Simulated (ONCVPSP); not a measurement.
# C, ONCV: configuration errors across variants

```json
{
 "Element": "C",
 "Generator": "ONCVPSP 4.0.1",
 "Type": "optimised norm-conserving Vanderbilt (ONCV)",
 "Functional": "PBE",
 "Relativity": "scalar-relativistic",
 "Frozen core": "[He]",
 "Valence charge": "4",
 "Reference configuration": "2s2 2p1.5 (charge +0.5)",
 "Partial waves": "2s: rc 1.30 bohr, ncon 3, nbas 7, qcut 4.9 1/bohr, 1 projector; 2p: rc 1.65 bohr, ncon 4, nbas 9, qcut 7.3 1/bohr, 2 projectors, debl 0.6 Ha",
 "Local potential": "polynomial inside 1.20 bohr (lpopt 4, dvloc0 0 Ha)",
 "Core correction": "Teter function, fcfact 3.25, rcfact 1.55"
}
```

All-electron excitation energies from the reference (eV): (1) 2s2 2p2 -3.963; (2) 2s2 2p1 6.898; (3) 2s2 2p0 31.054; (4) 2s1 2p0 79.248.

Errors AE − PS in meV (a dash: test not solved or not reliable):

```csv
change,(1),(2),(3),(4),bound ghosts,GHOST(+) flags above zero
base,+3.7,+9.1,+177,+351,none,none
"local potential polynomial inside 1.20 bohr (lpopt 4, dvloc0 -2 Ha)",+3.9,+9.6,+185,+370,none,none
"local potential polynomial inside 1.20 bohr (lpopt 4, dvloc0 -0.5 Ha)",+3.8,+9.2,+179,+356,none,none
"local potential polynomial inside 1.20 bohr (lpopt 4, dvloc0 2.5 Ha)",+2.3,+6.0,+129,+251,none,none
"local potential polynomial inside 1.20 bohr (lpopt 4, dvloc0 4 Ha)",+3.6,+8.8,+171,+337,none,none
"local potential polynomial inside 1.20 bohr (lpopt 4, dvloc0 5 Ha)",+3.5,+8.6,+168,+329,none,none
"local potential polynomial inside 1.20 bohr (lpopt 4, dvloc0 6.5 Ha)",+3.5,+8.4,+164,+321,none,none
"local potential polynomial inside 1.20 bohr (lpopt 4, dvloc0 7.5 Ha)",+3.4,+8.3,+162,+318,none,none
```

Problem. Give the same row for: local potential polynomial inside 1.20 bohr (lpopt 4, dvloc0 9 Ha).

Solution. +3.3, +8.2, +160, +313; bound ghosts: none; GHOST(+) flags above zero: none.
